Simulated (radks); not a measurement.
Spherical quantum dot in the effective-mass picture: electrons in a hard-walled sphere of radius 1.43, all in effective atomic units (hartree* = m*/eps^2 hartree, bohr* = eps/m* bohr), one dielectric constant everywhere. Method: non-relativistic Kohn-Sham, LDA (Slater exchange, Perdew-Wang correlation), spin-polarised, spherical densities; computed with a radial shooting solver with Libxc functionals. Levels are named by radial order and angular momentum (1s, 1p, 1d, 2s, ...), and open shells are averaged over m.

N = 18, configuration 1s2 1p6 1d10. This is the lowest configuration that the search found. Occupied and some empty levels:

level,occupation,eigenvalue (hartree*),<r> (bohr*)
1s,2,19.624,0.8310
1p,6,21.456,0.9172
1d,10,24.142,0.9739
2s,0,26.950,0.6746
1f,0,27.575,1.016
2p,0,31.651,0.7575

Energy (hartree*): total 258.333, kinetic 119.90, external 0, Hartree 156.92, exchange-correlation -18.487. Static polarisability (adiabatic kernel): 0.7851 bohr*^3.
